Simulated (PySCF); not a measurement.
**ZnO and its ions**

UHF; Zn def2-SVPD, O def2-SVPD; no relativity (PySCF 2.14). Neutral (UHF): triplet (σ ↑, π ↑), Re = 1.876 Å, ωe = 580 cm⁻¹, De = 0.65 eV, HOMO -8.78 eV, LUMO -0.02 eV.

ZnO⁺ (ROHF): doublet (π ↑), Re = 1.800 Å, ωe = 704 cm⁻¹, De = -0.22 eV to Zn⁺ + O. The energies at the minima are -1852.30980 hartree for ZnO and -1851.99539 for ZnO⁺.

Question: Work out the adiabatic ionisation energy, without and with harmonic zero-point energies (1 hartree = 27.2114 eV, 1 eV = 8065.5 cm⁻¹), and the change of the bond length.

Answer: At HF: 0.31441 hartree = 8.556 eV between the minima; the zero-point term (704.0 − 580.0)/2 cm⁻¹ = +0.008 eV makes it 8.563 eV. Re changes by -7.6 pm against the neutral. The electron leaves a σ orbital; in so polar a molecule the change of length follows mostly from the change of the ionic charges.

UHF and ROHF references stand side by side, which adds small steps between rows. For an ion De counts to the pair picked by the measured ionisation energies or electron affinities, which need not be the lowest pair at this level. Hartree–Fock leaves out correlation, which carries a large part of most bond energies and some tenths to 1 eV of ionisation energies. A negative De means that the minimum lies above the separated atoms at that level. States were picked by a PBE0 search and need not be the measured ground states.

Neutral and ion stand on different kinds of reference determinant, which adds to the error of the difference.
